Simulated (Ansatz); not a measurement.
Mulliken charges of Cl₂H₅NSi₂, SMILES `N[Si]([SiH3])(Cl)Cl` from B3LYP/def2-TZVPP in Ansatz (PBE0-D4/def2-TZVP geometry).

| atom | x (Å) | y (Å) | z (Å) | charge (e) |
| --- | --- | --- | --- | --- |
| N1 | -1.245 | 1.255 | 0.308 | -0.369 |
| Si2 | -0.276 | 0.257 | -0.667 | 0.574 |
| Si3 | 1.059 | -1.173 | 0.601 | 0.138 |
| Cl4 | -1.573 | -0.792 | -1.863 | -0.240 |
| Cl5 | 0.985 | 1.296 | -1.937 | -0.246 |
| H6 | -0.823 | 1.836 | 1.015 | 0.142 |
| H7 | -2.081 | 1.673 | -0.071 | 0.144 |
| H8 | 0.205 | -2.108 | 1.378 | -0.048 |
| H9 | 1.876 | -0.358 | 1.540 | -0.055 |
| H10 | 1.957 | -1.936 | -0.301 | -0.041 |

By hand: the dipole of these point charges (1 e Å = 4.8032 D).

Σ q r = (-0.027, 0.096, 0.505) e Å, of length 0.515 e Å = 2.47 D.

How does the dipole of the full density compare? (Best estimate.)

Computed: (-0.093, 0.216, 0.394) e Å, 2.20 D; the point charges give 1.12 times that, at 20° from its direction.

Point charges leave out the atoms' own dipoles, such as those of lone pairs, and Mulliken's split depends on the basis, so the two needn't agree.

B3LYP here is the variant with VWN-RPA as its local correlation; programs differ in this.
